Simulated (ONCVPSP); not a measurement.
rhenium, ONCV: configuration errors across variants

- Element: rhenium
- Generator: ONCVPSP 4.0.1
- Type: optimised norm-conserving Vanderbilt (ONCV)
- Functional: PBE
- Relativity: scalar-relativistic
- Frozen core: [Kr] 4d10 4f14
- Valence charge: 15
- Reference configuration: 5s2 5p6 5d5 6s1.5 (charge +0.5)
- Partial waves: 5s+6s: rc 1.60 bohr, ncon 4, nbas 8, qcut 8.4 1/bohr, 2 projectors; 5p: rc 1.45 bohr, ncon 4, nbas 9, qcut 10.6 1/bohr, 2 projectors, debl 1.7 Ha; 5d: rc 2.00 bohr, ncon 5, nbas 10, qcut 6.1 1/bohr, 2 projectors, debl 3.4 Ha
- Local potential: polynomial inside 1.30 bohr (lpopt 5, dvloc0 3 Ha)
- Core correction: none

In the p channel the program set the typed energies aside and used -1.866, 0.250 Ha.

All-electron excitation energies from the reference (eV): (1) 5s2 5p6 5d5 6s2 -3.781; (2) 5s2 5p6 5d5 6s1 5.467; (3) 5s2 5p6 5d5 6s0 21.789; (4) 5s2 5p6 5d5.5 6s1.5 -3.399.

Errors AE − PS in meV (a dash: test not solved or not reliable):

| change | (1) | (2) | (3) | (4) | bound ghosts | GHOST(+) flags above zero |
| --- | --- | --- | --- | --- | --- | --- |
| base | +1.5 | -1.5 | -2.4 | -0.8 | none | s |
| d: rc 1.66 | +1.5 | -1.5 | -2.5 | -0.9 | none | s |
| d: rc 1.96 | +1.5 | -1.5 | -2.4 | -0.8 | none | s |
| d: rc 2.14 | +1.5 | -1.5 | -2.3 | -0.8 | none | s |
| d: rc 2.44 | +1.6 | -1.5 | -2.2 | -0.4 | none | s |
| d: rc 2.7 | +1.6 | -1.5 | -2.9 | +0.1 | none | s |
| d: rc 2.9 | +1.7 | -1.5 | -4.6 | +0.7 | none | s |

Q: Give the same row for: d: rc 1.46.

A: +1.5, -1.5, -2.5, -1.0; bound ghosts: none; GHOST(+) flags above zero: s.
